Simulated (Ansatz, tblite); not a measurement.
Forces on the cluster H2Au3⁺ at its PBE-D4/def2-TZVP geometry. Charge 1, multiplicity 1.

In the def2 sets Au takes a core potential; there is no spin–orbit coupling. The xTB rows come from tblite. The restricted singlet is unstable towards broken spin symmetry in Hartree–Fock (as tested in another run); at PBE-D4/def2-TZVP this wasn't settled. Another isomer (singlet) lies 2.56 eV lower at PBE0-D4/def2-TZVP; other spin states weren't run for this one.

GFN1-xTB (tblite), largest force 2.45 eV/Å:

```xyz
5
positions Å, forces eV/Å
Au   -0.128   -0.006   -1.325    0.251    0.000    2.438
Au   -0.089    0.162    1.203   -0.119   -0.060   -1.923
Au   -2.010    1.505   -0.289    1.208   -0.900    0.237
H     1.112   -0.706    1.779   -0.783    0.568   -0.347
H     1.115   -0.955   -1.368   -0.558    0.392   -0.405
```

GFN2-xTB (tblite), largest force 1.96 eV/Å:

```
Au 1.003 -0.875 -1.442
Au 0.772 -0.456 1.670
Au -0.342 0.270 0.133
H -0.729 0.547 -0.082
H -0.705 0.514 -0.279
```

PBE-D4/def2-TZVP (Ansatz), largest force 0.02 eV/Å:

```
Au 0.008 -0.007 -0.013
Au -0.002 0.002 0.007
Au -0.002 0.002 0.001
H 0.004 -0.002 0.002
H -0.008 0.006 0.002
```
